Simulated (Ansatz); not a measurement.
Two isomers of C2H8OSi2: A = `C1C[SiH2][SiH2]O1`, B = `[SiH3]C[SiH]1CO1`.

Gas-phase electronic energies from Ansatz, PBE0-D4/def2-TZVP geometries. CCSD(T)/CBS is the MP2 limit (def2-TZVPP, def2-QZVPP) plus CCSD(T) − MP2 in def2-TZVPP, frozen cores. DFT in def2-TZVPP. B3LYP here is the variant with VWN-RPA as its local correlation; programs differ in this. One conformer a species, not always the lowest.

Q: Which isomer does CCSD(T)/CBS put lower? Give the gap. (An estimate is asked.)

A: The calculation gave: A, by 88.7 kJ/mol.

Q: Give E(B) − E(A) in kJ/mol with HF/def2-TZVPP, r2SCAN-D4, CCSD/def2-TZVPP, B3LYP, PBE0-D4, CCSD(T)/def2-TZVPP, ωB97M-V. (An estimate is asked.)

A: The calculation gave: HF/def2-TZVPP 98.3, r2SCAN-D4 85.1, CCSD/def2-TZVPP 90.9, B3LYP 83.7, PBE0-D4 96.8, CCSD(T)/def2-TZVPP 88.9, ωB97M-V 83.6. None reverses the order clearly.

Largest T1 diagnostic: 0.013.

From PBE to PBE0 (25 % exact exchange), in def2-TZVPP and without D4, E(B) − E(A) moves by +8.6 kJ/mol. In def2-TZVPP, CCSD(T) changes the Hartree–Fock value by −9.4 kJ/mol (the triples alone add −1.9 kJ/mol) and MP2 by −15.8 kJ/mol.
